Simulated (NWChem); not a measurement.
System: BSiH₃ClF; SMILES ClB(F)[SiH3]

Computed with NWChem. The level has its own optimisation; frequencies are unscaled.

Question: Estimate the computed values for PBE0/def2-SVP. Quantities: r B–Cl (Å); r B–F (Å); r B–Si (Å); r H–Si (Å); highest harmonic frequency (cm⁻¹); lowest (cm⁻¹); zero-point energy (kcal/mol); dipole (D).

Answer: 
```
Item                               Result
---------------------------------  ------
r B–Cl (Å)                          1.758
r B–F (Å)                           1.317
r B–Si (Å)                          2.032
r H–Si (Å)                          1.495
highest harmonic frequency (cm⁻¹)    2241
lowest (cm⁻¹)                          48
zero-point energy (kcal/mol)         20.4
dipole (D)                           0.53
```
